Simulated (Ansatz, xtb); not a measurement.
Diatomic CoSe, multiplicity 4 (lowest of 2S+1 = 2, 4, 6 at PBE0/def2-TZVPP; our sources give no spin for the ground state, which may be another). No spin–orbit coupling. Co is treated without relativity. Se is treated without relativity.

Seven points along R, fitted to fifth degree in 1/R; most abundant isotopes. Runs in def2 and cc sets follow the lowest solution found near the PBE0 minimum.

Correlated levels freeze the inner cores; with def2 sets outer-core shells near the valence are correlated too.

Programs: Ansatz (a quantum-chemistry and plane-wave program) with Gaussian orbitals; xtb for the GFN methods.  The GFN methods have no spin term and hold the electronic entropy of 300 K.

Task: What bond length and harmonic frequency does GFN2-xTB give?

Result: r_e = 2.081 Å, ω_e = 372 cm⁻¹.

Task: What bond length and harmonic frequency does BHLYP/def2-TZVPP give?

Result: r_e = 2.135 Å, ω_e = 371 cm⁻¹.

Task: What bond length and harmonic frequency does B2PLYP/def2-TZVPP give?

Result: r_e = 2.071 Å, ω_e = 416 cm⁻¹.
